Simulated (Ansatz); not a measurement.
Program: Ansatz. Geometries: PBE0-D4/def2-TZVP. ΔE: electronic, gas phase. CCSD(T)/CBS is the MP2 limit (def2-TZVPP, def2-QZVPP) plus CCSD(T) − MP2 in def2-TZVPP, frozen cores. This one scheme is used for every species. DFT in def2-TZVPP. def2 core potentials past Kr. For Te outer-core shells are correlated without core-valence functions, which leaves a few kJ/mol of doubt a bond. Each species was taken in one conformer, which may not be the lowest.

`[SiH3]C[SiH2][TeH]` + H–F → `F[SiH2]C[SiH3]` + H₂Te  (ligand exchange at the Si–Te bond)

`[SiH3]C[SiH2][TeH]`:

```xyz
12

Si    0.336    0.113    1.692
C    -0.920    0.076    0.297
Si   -0.284   -0.656   -1.299
Te    1.916    0.305   -1.996
H     1.246    1.277    1.548
H    -0.366    0.218    3.001
H     1.143   -1.136    1.694
H    -1.787   -0.519    0.608
H    -1.278    1.093    0.112
H     0.012   -2.102   -1.123
H    -1.277   -0.492   -2.392
H     1.259    1.821   -2.142
```

H–F:

Z-matrix (Å, degrees):
```
F
H 1 0.920
```

`F[SiH2]C[SiH3]`:

Cartesian coordinates in Å:
```
F -0.149 2.064 1.064
Si -1.165 0.970 0.477
C -0.262 -0.126 -0.714
Si 1.306 -0.914 -0.048
H -1.687 0.184 1.622
H -2.271 1.711 -0.178
H -0.951 -0.926 -1.010
H -0.020 0.439 -1.621
H 2.346 0.118 0.192
H 1.017 -1.611 1.234
H 1.837 -1.910 -1.018
```

H₂Te:

```xyz
3

Te   -0.064    0.766   -0.119
H    -0.988   -0.555   -0.499
H     1.052   -0.211    0.618
```

| species | r2SCAN energy (Eh) |
| --- | --- |
| `[SiH3]C[SiH2][TeH]` | -890.00759 |
| H–F | -100.44665 |
| `F[SiH2]C[SiH3]` | -721.17093 |
| H₂Te | -269.31348 |

Question: Work out ΔE.

Answer: ΔE = (-721.17093) + (-269.31348) − (-890.00759) − (-100.44665) = -0.03017 Eh = -0.82 eV. CCSD(T)/CBS gives -0.69 eV.

Largest T1 diagnostic among the species: 0.011.

The D4 term adds +0.16 eV with B3LYP and +0.09 eV with PBE0; it sums over pairs of atoms, weighted by their polarisabilities, and B3LYP, whose exchange is more repulsive, gets the larger term. In def2-TZVPP, CCSD(T) changes the Hartree–Fock value by +0.32 eV (the triples alone add +0.06 eV) and MP2 by +0.42 eV.

B3LYP here is the variant with VWN-RPA as its local correlation; programs differ in this.
